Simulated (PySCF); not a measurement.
PySCF input file for ClH3SiTe, SMILES Cl[Te][SiH3], TDDFT-LC-ωPBE/def2-SVPD. Geometry optimised at PBE0-D3(BJ)/def2-SVP. The def2 effective core potentials stand for the cores of Te; spin–orbit coupling is left out.

```python
import numpy as np
from pyscf import gto, scf, dft, tdscf

mol = gto.M(
    atom='''
    Te    0.68123833    0.11281751   -0.00000000
    Cl   -1.19071384    1.59756213    0.00000000
    Si   -0.84639567   -1.87424235   -0.00000000
    H    -1.69576060   -1.86134160    1.22368767
    H     0.05880248   -3.06299056    0.00000001
    H    -1.69576060   -1.86134161   -1.22368767
    ''',
    basis='def2-SVPD',
    ecp={'Te': 'def2-svp'},
    charge=0,
    spin=0,
    symmetry=True,
    max_memory=1600,
    verbose=4,
)
mf = dft.RKS(mol, xc='lc_wpbe').density_fit(auxbasis='def2-universal-jkfit')
mf.grids.level = 3
mf.conv_tol = 1e-9
mf.max_cycle = 100
mf.kernel()
mf.grids = dft.Grids(mol).set(level=1).build(with_non0tab=True)  # coarser grid for the response kernel
td = tdscf.TDDFT(mf)
td.singlet = True
td.nstates = 10
td.conv_tol = 1e-4
td.kernel(x0=td.get_init_guess(mf, 15))
td.analyze()
tt = tdscf.TDA(mf)
tt.singlet = False
tt.nstates = 4
tt.conv_tol = 1e-4
tt.kernel(x0=tt.get_init_guess(mf, 9))
tt.analyze(verbose=3)
```

Log of the run:

```
PySCF version 2.14.0

[INPUT] verbose = 4
[INPUT] num. atoms = 6
[INPUT] num. electrons = 58
[INPUT] charge = 0
[INPUT] spin (= nelec alpha-beta = 2S) = 0
[INPUT] symmetry True subgroup None
[INPUT] Mole.unit = angstrom
[INPUT] Symbol           X                Y                Z      unit          X                Y                Z       unit  Magmom
[INPUT]  1 Te     0.681238330000   0.112817510000   0.000000000000 AA    1.287353869256   0.213194195955   0.000000000000 Bohr   0.0
[INPUT]  2 Cl    -1.190713840000   1.597562130000   0.000000000000 AA   -2.250123050329   3.018954892677   0.000000000000 Bohr   0.0
[INPUT]  3 Si    -0.846395670000  -1.874242350000   0.000000000000 AA   -1.599456009318  -3.541804732561   0.000000000000 Bohr   0.0
[INPUT]  4 H     -1.695760600000  -1.861341600000   1.223687670000 AA   -3.204523106828  -3.517425848260   2.312434558307 Bohr   0.0
[INPUT]  5 H      0.058802480000  -3.062990560000   0.000000010000 AA    0.111120582645  -5.788213280528   0.000000018897 Bohr   0.0
[INPUT]  6 H     -1.695760600000  -1.861341610000  -1.223687670000 AA   -3.204523106828  -3.517425867157  -2.312434558307 Bohr   0.0

nuclear repulsion = 231.244880015173
point group symmetry = Cs
symmetry origin: [-4.83418317e-09  1.31841357e-09  2.19735594e-10]
symmetry axis x: [1.00000000e+00 6.97379137e-09 9.63591695e-12]
symmetry axis y: [ 6.97379137e-09 -1.00000000e+00  1.72632231e-10]
symmetry axis z: [-9.63591816e-12  1.72632231e-10  1.00000000e+00]
num. orbitals of irrep A' = 74
num. orbitals of irrep A" = 36
number of shells = 46
number of NR pGTOs = 187
number of NR cGTOs = 110
basis = def2-SVPD
ecp = {'Te': 'def2-svp'}


[settings echo left out]
init E= -990.898192699441
HOMO (A") = -0.698379169814177  LUMO (A') = -0.690255553692818  gap/eV = 0.22105
cycle= 1 E= -1016.49066219776  delta_E= -25.6  |g|= 2.92  |ddm|= 9.24
HOMO (A') = -0.146605289276648  LUMO (A') = -0.110899565300186  gap/eV = 0.97160
cycle= 2 E= -1011.2984072121  delta_E= 5.19  |g|= 3.95  |ddm|= 25.1
HOMO (A') = -0.271917565259372  LUMO (A') = -0.148732995121819  gap/eV = 3.35202
cycle= 3 E= -1018.77244102487  delta_E= -7.47  |g|= 0.776  |ddm|= 24.2
HOMO (A") = -0.281375173795551  LUMO (A') = -0.0407788924520462  gap/eV = 6.54696
cycle= 4 E= -1019.09022361681  delta_E= -0.318  |g|= 0.247  |ddm|= 1.58
HOMO (A") = -0.323423098542566  LUMO (A') = -0.0305786429642581  gap/eV = 7.96870
cycle= 5 E= -1019.11316732684  delta_E= -0.0229  |g|= 0.097  |ddm|= 0.494
HOMO (A") = -0.338487425529684  LUMO (A') = -0.031215615337203  gap/eV = 8.36129
cycle= 6 E= -1019.11715455969  delta_E= -0.00399  |g|= 0.027  |ddm|= 0.161
HOMO (A") = -0.338519258113754  LUMO (A') = -0.0303607328926958  gap/eV = 8.38542
cycle= 7 E= -1019.11770452238  delta_E= -0.00055  |g|= 0.00646  |ddm|= 0.076
HOMO (A") = -0.336974569343337  LUMO (A') = -0.028915347970873  gap/eV = 8.38272
cycle= 8 E= -1019.1177312824  delta_E= -2.68e-05  |g|= 0.00266  |ddm|= 0.0156
HOMO (A") = -0.336644238172362  LUMO (A') = -0.0287442576375128  gap/eV = 8.37839
cycle= 9 E= -1019.11773690581  delta_E= -5.62e-06  |g|= 0.000608  |ddm|= 0.00763
HOMO (A") = -0.336640820004276  LUMO (A') = -0.0287995482998724  gap/eV = 8.37679
cycle= 10 E= -1019.11773753497  delta_E= -6.29e-07  |g|= 0.000248  |ddm|= 0.00264
HOMO (A") = -0.336647184540881  LUMO (A') = -0.028809818003765  gap/eV = 8.37668
cycle= 11 E= -1019.11773764803  delta_E= -1.13e-07  |g|= 8.01e-05  |ddm|= 0.000967
HOMO (A") = -0.336646147861528  LUMO (A') = -0.0288080511343978  gap/eV = 8.37670
cycle= 12 E= -1019.11773766  delta_E= -1.2e-08  |g|= 2.87e-05  |ddm|= 0.000387
HOMO (A") = -0.336647886534261  LUMO (A') = -0.028808895360477  gap/eV = 8.37673
cycle= 13 E= -1019.11773766124  delta_E= -1.24e-09  |g|= 1e-05  |ddm|= 0.000133
HOMO (A") = -0.336647145678016  LUMO (A') = -0.0288078327405614  gap/eV = 8.37673
cycle= 14 E= -1019.11773766139  delta_E= -1.53e-10  |g|= 2.39e-06  |ddm|= 5.08e-05
HOMO (A") = -0.336647522134716  LUMO (A') = -0.0288081209807558  gap/eV = 8.37674
Extra cycle  E= -1019.11773766139  delta_E=    0  |g|= 1.13e-06  |ddm|= 7.36e-06
converged SCF energy = -1019.11773766139
tot grids = 28176


******** <class 'pyscf.tdscf.rks.TDDFT'> for <class 'pyscf.df.df_jk.DFSymAdaptedRKS'> ********
nstates = 10 singlet
deg_eia_thresh = 1.000e-03
wfnsym = None
conv_tol = 0.0001
eigh lindep = 1e-12
eigh level_shift = 0
eigh max_cycle = 100


Excitation energies (eV)
[2.36364267 4.3195113  4.95130254 5.7306329  6.15886744 6.64207214
 6.84782439 7.01996597 7.34774922 7.45366872]

** Singlet excitation energies and oscillator strengths **
Excited State   1:   A"      2.36364 eV    524.55 nm  f=0.0002
      29 -> 30        0.69915
Excited State   2:   A'      4.31951 eV    287.03 nm  f=0.0035
      28 -> 30       -0.69431
Excited State   3:   A"      4.95130 eV    250.41 nm  f=0.0085
      27 -> 30        0.10004
      29 -> 31        0.64064
      29 -> 33        0.14284
      29 -> 34       -0.10981
      29 -> 38       -0.13473
Excited State   4:   A"      5.73063 eV    216.35 nm  f=0.0002
      24 -> 30       -0.13979
      27 -> 30       -0.66296
      27 -> 32        0.10096
      29 -> 31        0.10261
Excited State   5:   A'      6.15887 eV    201.31 nm  f=0.0145
      25 -> 30       -0.32677
      26 -> 30       -0.59415
Excited State   6:   A"      6.64207 eV    186.66 nm  f=0.0912
      29 -> 32       -0.43991
      29 -> 33        0.44650
      29 -> 34        0.19916
      29 -> 37        0.12635
      29 -> 38        0.12064
      29 -> 39        0.12375
Excited State   7:   A'      6.84782 eV    181.06 nm  f=0.0178
      28 -> 31       -0.40776
      29 -> 36       -0.50708
      29 -> 41       -0.12222
Excited State   8:   A"      7.01997 eV    176.62 nm  f=0.0013
      29 -> 31       -0.13523
      29 -> 32        0.33405
      29 -> 33        0.31156
      29 -> 34       -0.12050
      29 -> 37        0.43091
      29 -> 39       -0.14020
      29 -> 40       -0.10622
      29 -> 43       -0.10938
Excited State   9:   A'      7.34775 eV    168.74 nm  f=0.1941
      25 -> 30       -0.13571
      28 -> 31       -0.13161
      29 -> 35       -0.64321
      29 -> 36        0.16131
Excited State  10:   A"      7.45367 eV    166.34 nm  f=0.0055
      29 -> 31        0.13377
      29 -> 32        0.16655
      29 -> 33       -0.18038
      29 -> 34        0.57597
      29 -> 37        0.22308

** Transition electric dipole moments (AU) **
state          X           Y           Z        Dip. S.      Osc.
  1        -0.0000      0.0000     -0.0556      0.0031      0.0002
  2         0.1672     -0.0738     -0.0000      0.0334      0.0035
  3        -0.0000      0.0000      0.2643      0.0699      0.0085
  4         0.0000     -0.0000     -0.0355      0.0013      0.0002
  5         0.0602     -0.3038     -0.0000      0.0959      0.0145
  6         0.0000     -0.0000      0.7488      0.5607      0.0912
  7        -0.2448     -0.2147     -0.0000      0.1060      0.0178
  8        -0.0000      0.0000     -0.0872      0.0076      0.0013
  9        -1.0209     -0.1898      0.0000      1.0783      0.1941
 10         0.0000     -0.0000      0.1739      0.0302      0.0055

WARN: ECP detected. Skipping calculation of transition velocity and magnetic dipole moments, which have not yet been implemented.



******** <class 'pyscf.tdscf.rks.TDA'> for <class 'pyscf.df.df_jk.DFSymAdaptedRKS'> ********
nstates = 4 triplet
deg_eia_thresh = 1.000e-03
wfnsym = None
conv_tol = 0.0001
eigh lindep = 1e-12
eigh level_shift = 0
eigh max_cycle = 100


Excitation energies (eV)
[1.65576033 3.63497755 4.45368625 5.1193468 ]

** Triplet excitation energies and oscillator strengths **
Excited State   1:   A"      1.65576 eV    748.81 nm  f=0.0000
Excited State   2:   A'      3.63498 eV    341.09 nm  f=0.0000
Excited State   3:   A"      4.45369 eV    278.39 nm  f=0.0000
Excited State   4:   A"      5.11935 eV    242.19 nm  f=0.0000
```

Self-consistency was reached.

Cost: about 2.2 core-minutes (a rough figure).
